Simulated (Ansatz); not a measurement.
Ansatz (a first-principles code) input:
A basis named .json is the Basis Set Exchange file of that set.

Ansatz 0.2 input:
```yaml
crystal:
  periodic: [false, false, false]
  atoms:
    - {symbol: Si, position_ang: [-0.53637960, 0.67544624, 0.09252691]}
    - {symbol: Br, position_ang: [0.75356592, -0.94894226, -0.12999213]}
    - {symbol: F, position_ang: [-0.03648617, 2.12641680, 0.15686923]}
    - {symbol: F, position_ang: [-2.05967970, 0.51322004, 0.20472496]}
basis:
  gaussian:
    orbitals: def2-TZVPP
    fitting: {mean_field: def2-universal-jkfit, correlation: def2-TZVPP-RIFIT.json}
total_charge: 1
magnetization: {spin_polarized: false}
correlation: {method: mp2, electrons: outside_noble_gas}
```

### Question
Predict the final energy.

### Answer
-3060.92292 Eh (RI-MP2/def2-TZVPP). The basis has 152 functions.
